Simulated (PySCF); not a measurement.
Sn(H)(NMe2) (C₂H₇NSn), SMILES C[N]([SnH])C (connectivity only; charge and spin as stated), neutral, multiplicity 1. Coordinates come from a B3LYP-D3(BJ)/def2-SVP optimisation. The structure was generated by enumeration; whether it is a known compound was not checked. The def2 effective core potentials stand for the cores of Sn; spin–orbit coupling is left out.

Computed with B3LYP-D3(BJ)/def2-SVP (PySCF 2.14.0).

Harmonic wavenumbers (cm⁻¹): 191, 238, 249, 306, 314, 330, 524, 640, 990, 1073, 1102, 1149, 1221, 1267, 1424, 1448, 1449, 1460, 1470, 1491, 1650, 2952, 2959, 2998, 3005, 3096, 3134. Rotational constants (GHz): 8.949, 2.124, 1.754; symmetry number 1.

Problem. Work out the zero-point energy and the ideal-gas rigid-rotor harmonic-oscillator thermochemistry at 298.15 K and 1 atm.

Solution. ZPE = ½ Σ hcν = ½ × 38131 cm⁻¹ = 228.07 kJ/mol. H − E(el) = 246.63 kJ/mol. Entropy in J/(mol K): translation 172.33, rotation 111.58, vibration 46.83, total 330.74. G − E(el) = 148.02 kJ/mol. Cp = 94.36 J/(mol K).
